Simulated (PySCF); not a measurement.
# Pt⁺ (platinum, charge +1) across methods

[Xe] 4f14 5d8 6p1, one real determinant (an excited configuration). Computed with PySCF 2.14 in ANO-RCC-VTZP (8s7p5d3f1g, 84 functions), with scalar relativity by spin-free X2C-1e.

| method | E (hartree) | mean ε 5d α (eV) | mean ε 5d β (eV) | mean ε 6p α (eV) | Σ⟨r²⟩ (bohr²) | ⟨S²⟩ |
| --- | --- | --- | --- | --- | --- | --- |
| UHF | -18408.96039 | -24.699 | -22.906 | -10.414 | 55.96 | 3.753 |
| PBE | -18414.64 | -18.533 | -17.241 | -8.610 | 56.06 | 3.751 |
| PBE0 | -18414.38 | -20.298 | -18.904 | -9.187 | 55.86 | 3.751 |
| LDA | -18403.13 | -18.752 | -17.469 | -8.743 | 56.04 | 3.750 |
| r2SCAN | -18414.65 | -18.866 | -17.584 | -8.771 | 55.84 | 3.752 |

⟨L²⟩ = 14.06 against 20 for a pure G term, so this real determinant mixes terms. Spin-orbit coupling, absent here, splits the open shell strongly.
